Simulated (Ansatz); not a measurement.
Relaxing a trial structure of FGeSi2

The starting geometry of this gas-phase doublet was optimised with GFN2-xTB.

```json
{"atom": "F", "x (Å)": "-1.5834", "y (Å)": "-1.6178", "z (Å)": "0.5085"}
{"atom": "Ge", "x (Å)": "-0.5783", "y (Å)": "-1.9229", "z (Å)": "3.3866"}
{"atom": "Si", "x (Å)": "-1.7131", "y (Å)": "-0.5224", "z (Å)": "1.8043"}
{"atom": "Si", "x (Å)": "1.4850", "y (Å)": "-1.3720", "z (Å)": "2.5386"}
```

**Question.** Predict what becomes of its bonds when it is optimised with r2SCAN-D4/def2-SVP.

**Answer.** A new bond forms, giving a structure given below by its coordinates. Contacts that close: Si3–Si4 (3.39 → 2.15 Å).

The energy falls by 1.21 eV over 18 steps:

```csv
step,E − E(last) (eV)
1,1.214
3,1.143
5,1.017
7,0.837
9,0.502
10,0.413
12,0.178
14,0.034
16,0.000
18,0.000
```

Final geometry (Å):

```xyz
4

F    -1.9361   -1.0937    0.3939
Ge   -0.7669   -1.6209    3.8936
Si   -0.8372   -1.2839    1.5704
Si    1.1504   -1.4365    2.3800
```

No frequencies were run, so the end isn't proven a minimum. Open shells are spin-unrestricted. Run with Ansatz 0.2.0, 2.9 min on 1 thread of Intel(R) Xeon(R) Processor @ 2.70GHz (shared host).
